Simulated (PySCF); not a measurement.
# Correlation energy of Ge (germanium, neutral)

[Ar] 3d10 4s2 4p2, high-spin 3P determinant. Calculation: PySCF 2.14, in jorge-DZP-DKH (8s6p2d1f, 43 functions); scalar relativity by spin-free X2C-1e. Frozen: [Ar] 3d10; 4 electrons correlated.

MP2 pair energies summed by pair of shells (mhartree):

```csv
pair,energy,share (%)
4s-4s,-11.57,50.7
4s-4p,-10.16,44.6
4p-4p,-1.06,4.7
```

Total MP2 correlation energy: -22.79 mhartree.

Same-spin part -2.71 and opposite-spin part -20.08 mhartree; SCS-MP2 scales them by 1/3 and 6/5 to -25.00 mhartree.

| level | correlation energy (mhartree) |
| --- | --- |
| CCSD | -31.04 |
| (T) | -0.22 |
| CCSD(T) | -31.26 |

Diagnostics: T1 = 0.0046, D1 = 0.0109, largest double amplitude 0.103.

Cost of the coupled-cluster step: 0.46 s of wall time on 1 thread of Intel(R) Xeon(R) Platinum 8259CL CPU @ 2.50GHz (shared host), for 4 correlated electrons.
